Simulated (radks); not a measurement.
Excited configurations of Rb2+: one electron is placed in a higher orbital outside [Ar] 3d10 4s2 4p4. The ground configuration is [Ar] 3d10 4s2 4p5. Calculated with a radial shooting solver on a logarithmic mesh with Libxc functionals: Dirac Kohn-Sham, PBE, spin-unpolarised, spherical densities, finite nucleus; open shells fill j = l - 1/2 first; Fermi nuclear charge, rms radius 4.2036 fm. Excitation = E - E(ground); binding = E(ion) - E, where the ion is the core of charge +3; n* = 3/sqrt(2 binding) in atomic units, and the quantum defect is n - n*.

outer orbital  excitation (eV)  binding (eV)     n*  quantum defect  eigenvalue (eV)  <r> (bohr)
5s1/2                   21.528        18.256  2.590           2.410          -15.294       3.491
5p1/2                   25.239        14.545  2.902           2.098          -12.110       4.074
5d3/2                   30.335         9.449  3.600           1.400           -7.849       5.712
6p1/2                   31.595         8.189  3.867           2.133           -6.978       7.423
6f5/2                   35.926         3.858  5.634           0.366           -3.264       14.27
7p1/2                   34.534         5.250  4.830           2.170           -4.535       11.71
7d3/2                   35.740         4.044  5.503           1.497           -3.479       14.66
7f5/2                   36.939         2.845  6.560           0.440           -2.447       20.19

Estimate the row for 5f5/2.

Answer. excitation (eV) 34.307; binding (eV) 5.477; n* 4.728; quantum defect 0.272; eigenvalue (eV) -4.497; <r> (bohr) 9.330. The Delta-SCF ionisation energy is 39.784 eV (NIST Atomic Spectra Database: 39.247 eV, semi-empirical). Self-interaction in the functional shifts the binding energies and quantum defects, so they are the method's values and not measured ones. Spin polarisation and multiplet splitting are left out, so open shells lie too high by an amount that depends on their filling.

Beside tabulated values, note that spin-unpolarised runs miss the spin-polarisation part of the exchange energy of open shells.
